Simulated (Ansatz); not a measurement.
Single points on V2O⁺.

```yaml
crystal:
  periodic: [false, false, false]
  atoms:
    - {symbol: V, position_ang: [2.013708, 0.028210, -1.821379]}
    - {symbol: V, position_ang: [0.385164, 0.015265, -0.290509]}
    - {symbol: O, position_ang: [2.057328, 0.342825, -0.019613]}
basis:
  gaussian: {orbitals: 6-31G}
total_charge: 1
magnetization: {spin_polarized: true, initial_magnetization: 1}
hamiltonian: {xc: {name: B3LYP}, dispersion: d4}
scf: {omitted_lower_state_checks: [starts]}
output: {orbitals: {seedname: orbitals}}
```

The file start.molden holds the orbitals of an earlier run on this structure, at another level or in another basis.

```sh
$ ansatz run in.yaml --threads 4 --pin off --events-out ev --progress --plain --max-ram 3916MiB
```

It prints (some lines left out):

```
Functional definition: B3LYP
875 factors; integrals over basis functions are off by at most 3.0e-4 eV
mean field evaluation 1: about -53381.4493 eV, gradient 7.9e1 eV
mean field evaluation 2: about -52880.7447 eV, gradient 2.8e2 eV
mean field evaluation 4: about -53391.7880 eV, gradient 6.1e1 eV
mean field evaluation 8: about -53391.8626 eV, gradient 6.1e1 eV
mean field evaluation 16: about -53409.7471 eV, gradient 1.1e-1 eV
mean field -53409.74740212 eV, -1962.7720146007 hartree, gradient 2.4e-6 eV, S^2 2.781972; 0 other end points of the search recorded, 0 dependent functions left out
reference -53409.74761939 eV, -1962.7720225855 hartree; 27, 26 occupied and 40, 41 virtual orbitals, 875 factors
Total energy: -53409.85791326 eV, -1962.7760758102 hartree
Checks for a lower state left out: starts
```

Run time 3 s (4 threads of Arm Neoverse V2 on a shared host).

First input, but with `gaussian: {orbitals: def2-TZVP, initial_orbitals: start.molden}`, `hamiltonian: {xc: {text: "exchange = 0.85*pbe_x + 0.15*exact_x\ncorrelation = pbe_c"}}` (abridged; 6 s):

```
Functional definition: unnamed
mean field -53401.50032585 eV, -1962.4689401381 hartree, gradient 8.7e-6 eV, S^2 2.829632
Total energy: -53401.50036824 eV, -1962.4689416957 hartree
Checks for a lower state left out: starts
```

The first input with `gaussian: {orbitals: def2-TZVP, initial_orbitals: start.molden}`, `hamiltonian: {xc: r2scan, dispersion: d4}` (abridged; 10 s):

```
Functional definition: r2SCAN
mean field evaluation 16: about -53413.1352 eV, gradient 8.1e-6 eV
mean field -53413.13520014 eV, -1962.8965138817 hartree, gradient 6.3e-6 eV, S^2 2.824357
Total energy: -53413.14700010 eV, -1962.8969475224 hartree
Checks for a lower state left out: starts
```

First input, but with `gaussian: {orbitals: def2-TZVP, initial_orbitals: start.molden}`, `hamiltonian: {xc: hse06, dispersion: d4}` (abridged; 6.5 s):

```
Functional definition: HSE06
mean field -53401.15116466 eV, -1962.4561087009 hartree, gradient 9.1e-6 eV, S^2 3.020565
Total energy: -53401.20400293 eV, -1962.4580504714 hartree
Checks for a lower state left out: starts
```

As the first input, with `gaussian: {orbitals: def2-TZVPP, initial_orbitals: start.molden}`, `correlation: {method: ccsd_t}`, `scf: {omitted_lower_state_checks: [starts, cluster_reference]}` and without the key `hamiltonian` (abridged; 63 s):

```
Functional definition: HF
mean field -53346.90531552 eV, -1960.4626105143 hartree, gradient 2.5e-6 eV, S^2 3.638230
11 core orbitals not correlated: weight in the atoms' cores, before any rotation towards them, 1.000 or more for the frozen orbitals, at most 0.000 for the correlated occupied ones
second order -26.95215345 eV of doubles, -0.00000000 eV of singles
cycle   1  -26.33907628 eV  change    6.1e-1 eV  update   2.2e-1
cycle   2  -27.31167440 eV  change   -9.7e-1 eV  update   1.1e-1
cycle   3  -27.74590192 eV  change   -4.3e-1 eV  update   7.1e-2
cycle   4  -27.85832593 eV  change   -1.1e-1 eV  update   3.9e-2
cycle   5  -27.86171622 eV  change   -3.4e-3 eV  update   2.3e-2
cycle   6  -27.90367445 eV  change   -4.2e-2 eV  update   1.7e-2
cycle   7  -27.94806189 eV  change   -4.4e-2 eV  update   1.2e-2
cycle   8  -27.96566826 eV  change   -1.8e-2 eV  update   9.2e-3
cycle   9  -27.97436255 eV  change   -8.7e-3 eV  update   8.0e-3
cycle  10  -27.98090012 eV  change   -6.5e-3 eV  update   6.8e-3
[...]
cycle  28  -28.00787516 eV  change    1.1e-5 eV  update   1.7e-4
cycle  29  -28.00790636 eV  change   -3.1e-5 eV  update   1.3e-4
cycle  30  -28.00800753 eV  change   -1.0e-4 eV  update   1.0e-4
cycle  31  -28.00810471 eV  change   -9.7e-5 eV  update   8.0e-5
cycle  32  -28.00820404 eV  change   -9.9e-5 eV  update   6.1e-5
cycle  33  -28.00828683 eV  change   -8.3e-5 eV  update   4.9e-5
cycle  34  -28.00837776 eV  change   -9.1e-5 eV  update   3.7e-5
cycle  35  -28.00843933 eV  change   -6.2e-5 eV  update   2.9e-5
cycle  36  -28.00849527 eV  change   -5.6e-5 eV  update   2.1e-5
cycle  37  -28.00851739 eV  change   -2.2e-5 eV  update   1.6e-5
cycle  38  -28.00851906 eV  change   -1.7e-6 eV  update   1.2e-5
perturbative correction -1.51444812 eV, -0.0556549419 hartree
Total energy: -53376.42828270 eV, -1961.5475595467 hartree
Checks for a lower state left out: starts, cluster_reference
```

As the first input, with `gaussian: {orbitals: def2-TZVP, initial_orbitals: start.molden}`, `hamiltonian: {xc: {name: wB97M-V}}` (abridged; 34 s):

```
Functional definition: wB97M-V
mean field -53410.86373598 eV, -1962.8130391137 hartree, gradient 6.2e-6 eV, S^2 3.045109
Total energy: -53410.86378979 eV, -1962.8130410911 hartree
Checks for a lower state left out: starts
```

As the first input, with `hamiltonian: {xc: hf}` (abridged; 2.3 s):

```
Functional definition: HF
mean field evaluation 16: about -53337.3941 eV, gradient 4.6e0 eV
mean field evaluation 32: about -53340.1821 eV, gradient 3.6e-1 eV
mean field -53340.19435197 eV, -1960.2159871527 hartree, gradient 5.7e-6 eV, S^2 3.622910; 1 other end points of the search recorded, 0 dependent functions left out
Total energy: -53340.19435197 eV, -1960.2159871527 hartree
Checks for a lower state left out: starts
```

Geometry: PBE-D4/def2-TZVP.

The 6-31G sets use Cartesian d functions. B3LYP takes the VWN-RPA correlation. HSE06 is defined as in plane-wave codes, on full-range PBE exchange. Correlated methods freeze 11 core orbitals; core or outer-core shells of V are correlated, in sets that lack core-valence functions. At B3LYP-D4/6-31G, PBE with 15 % exact exchange/def2-TZVP, r2SCAN-D4/def2-TZVP, HSE06-D4/def2-TZVP and others the charge 1 doublet is spin-contaminated (final ⟨S²⟩ up to 3.64, 0.75 for a pure state). At CCSD(T)/def2-TZVPP T1 of the charge 1 doublet is large (up to 0.071), so the single-reference result is doubtful. The geometry of the doublet was relaxed on an unsound state (⟨S²⟩ 2.38, where a pure state has 0.75). The structure comes from a short search, and lower isomers may exist.
